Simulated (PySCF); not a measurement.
H2BF3O3Si, SMILES OB(O)O[Si](F)(F)F (PBE0/def2-SVP optimised geometry):

```
10

Si    -1.700    -0.357     0.000
F     -2.230    -1.105    -1.320
F     -2.284    -1.121     1.267
F     -2.287     1.121     0.000
O     -0.089    -0.357     0.000
B      0.910    -0.836    -0.859
O      0.625    -1.481    -2.011
O      2.201    -0.642    -0.515
H     -0.315    -1.587    -2.188
H      2.287    -0.174     0.320
```

Level of theory: PBE0/def2-TZVP (PySCF).

Question: What are the frontier orbital energies and the dipole moment?

Answer: HOMO-2 -10.53 eV, HOMO-1 -10.52 eV, HOMO -9.77 eV, LUMO -0.06 eV, LUMO+1 1.15 eV; dipole moment 1.22 D.

Meta-Löwdin charges at PBE0/def2-TZVP: Si1 1.83, F2 -0.49, F3 -0.48, F4 -0.48, O5 -0.66, B6 0.60, O7 -0.52, O8 -0.52, H9 0.36, H10 0.36.
